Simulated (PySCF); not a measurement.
**Polarisability and C₆ of Fe²⁺ (iron, charge +2)**

[Ar] 3d6, high-spin 5D determinant. Computed with PySCF 2.14 in aug-cc-pVTZ with one added diffuse shell each of s, p, d, f, g type (9s8p6d4f3g, 118 functions), with the non-relativistic Hamiltonian (point nucleus). Coupled (time-dependent) response in atomic units; α is the mean over directions.

```tsv
method	mean α (bohr³)	α xx, yy, zz	C₆ (like pair)	S(−4)
UHF	3.105	3.292, 3.292, 2.732	8.848	4.641
PBE	4.016	4.284, 4.284, 3.479	11.64	10.70
```

S(−4) is the Cauchy moment in α(ω) = α(0) + S(−4) ω² + …

α(iu) at UHF:

```json
{"u (hartree)": "0", "α(iu) (bohr³)": "3.105"}
{"u (hartree)": "0.0500", "α(iu) (bohr³)": "3.094"}
{"u (hartree)": "0.100", "α(iu) (bohr³)": "3.060"}
{"u (hartree)": "0.200", "α(iu) (bohr³)": "2.940"}
{"u (hartree)": "0.300", "α(iu) (bohr³)": "2.775"}
{"u (hartree)": "0.500", "α(iu) (bohr³)": "2.418"}
{"u (hartree)": "0.750", "α(iu) (bohr³)": "2.030"}
{"u (hartree)": "1.00", "α(iu) (bohr³)": "1.725"}
{"u (hartree)": "1.50", "α(iu) (bohr³)": "1.291"}
{"u (hartree)": "2.00", "α(iu) (bohr³)": "1.000"}
{"u (hartree)": "3.00", "α(iu) (bohr³)": "0.6476"}
{"u (hartree)": "5.00", "α(iu) (bohr³)": "0.3309"}
```

A single London oscillator, α(iu) = α/(1 + u²/ω²), gives C₆ = (3/4) ω α². Matching the computed C₆ needs ω = 4 × 8.848 / (3 × 3.105²) = 1.22 hartree.

For an ion, C₆ is the dispersion term alone; charge-induced terms of lower order in 1/R come first.

The components differ because the open shell of this determinant is not spherical; for a pure term their mean is the scalar polarisability.
